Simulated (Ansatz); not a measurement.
Reaction (formal exchange of groups at the Si–Al bond): `OB[SiH2][AlH2]` + `C=N` → `OB[SiH3]` + `N=[CH][AlH2]`

Isolated molecules relaxed with PBE0-D4/def2-TZVP in Ansatz; ΔE leaves out vibrations. CCSD(T)/CBS adds triple-zeta CCSD(T) − MP2 to the extrapolated MP2 energy (def2 sets, frozen cores). This one scheme is used for every species. Functionals use def2-TZVPP. Each species was taken in one conformer, which may not be the lowest.

`OB[SiH2][AlH2]`:

```xyz
10

O    -1.652    0.082    1.697
B    -0.969   -0.733    0.860
Si    0.928   -0.261    0.349
Al    0.850    0.997   -1.756
H    -2.556   -0.205    1.859
H    -1.523   -1.695    0.391
H     1.693   -1.521    0.103
H     1.631    0.517    1.409
H     0.437    0.264   -3.106
H     1.159    2.556   -1.808
```

`C=N`:

Z-matrix (Å, degrees):
```
C
N 1 1.261
H 1 1.096 2 124.9
H 1 1.092 2 118.8 3 -180.0
H 2 1.021 1 111.0 3 -0.0
```

`OB[SiH3]`:

Z-matrix (Å, degrees):
```
Si
B 1 2.027
H 1 1.492 2 109.6
H 1 1.488 2 113.7 3 -121.5
H 1 1.492 2 109.6 3 117.0
O 2 1.350 1 119.4 3 121.3
H 2 1.206 1 121.4 3 -58.6
H 6 0.962 2 113.7 1 -180.0
```

`N=[CH][AlH2]`:

Z-matrix (Å, degrees):
```
C
Al 1 1.979
N 1 1.277 2 115.2
H 1 1.104 2 124.3 3 -179.7
H 2 1.590 1 119.4 3 178.1
H 2 1.580 1 118.7 3 -1.8
H 3 1.025 1 112.2 2 -179.7
```

| level | ΔE (kJ/mol) |
| --- | --- |
| r2SCAN0-D4 | 31.0 |
| RPA@PBE/def2-TZVPP | 19.4 |

**Question.** What does CCSD(T)/CBS give? (An estimate is asked.)

**Answer.** Computed: +23.9 kJ/mol. The listed levels differ from it by 7.1, -4.5 kJ/mol.

Largest T1 diagnostic among the species: 0.015.

In def2-TZVPP, CCSD(T) changes the Hartree–Fock value by +9.3 kJ/mol (the triples alone add +1.1 kJ/mol) and MP2 by +4.4 kJ/mol. Leaving LDA and LC-ωPBE aside and taking each functional with its dispersion term where it has one, the values, not all of them listed here, spread over 19.8 kJ/mol, from ωB97M-V to PBE-D4.
